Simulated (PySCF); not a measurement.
**Gas-phase XPS of hexafluorophosphate, computed**

Species: hexafluorophosphate, PF6 (charge -1).
Structure used (GFN2-xTB), in Å, numbered top down from 1:
```xyz
7
PF6 angstrom
F     -0.6183   -1.4891    0.2208
P      0.0005    0.0007   -0.0038
F      0.9287   -0.5670   -1.2159
F     -0.9278    0.5682    1.2082
F      1.1871   -0.3313    1.0616
F     -1.1861    0.3327   -1.0693
F      0.6192    1.4907   -0.2287
```

Level of theory: delta-SCF UKS SCAN, pcX-2 on the ionised atom, pcseg-1 elsewhere, spin-free X2C in PySCF 2.14.0. Vertical ΔSCF values, vacuum level as zero.

Problem. Give the core binding energies atom by atom.

Solution. 
```csv
atom(s),bonded to,level,binding energy (eV),2p1/2 (eV),count
F1 (×6),P,F 1s,687.53,–,6
P2,6 F,P 2p3/2,137.18,138.07,1
P2,6 F,P 1s,2152.02,–,1
```

Problem. Express the binding energy of F 1s of F1 (×6) in atomic units and per mole.

Solution. 687.53 eV = 25.2663 Eh = 66337 kJ/mol.

Atoms equivalent by their bonding share one computed value, that of the first of them. Spin–orbit and ligand-field terms were added within each 2p shell after the spin-free SCF. 2p1/2 minus 2p3/2 (ligand field included): P 0.89 eV. The species carries charge -1, so core ionisation leaves a neutral species. The basis sets have no added diffuse functions. Geometry: GFN2-xTB; no solvent, vibrations or thermal averaging.
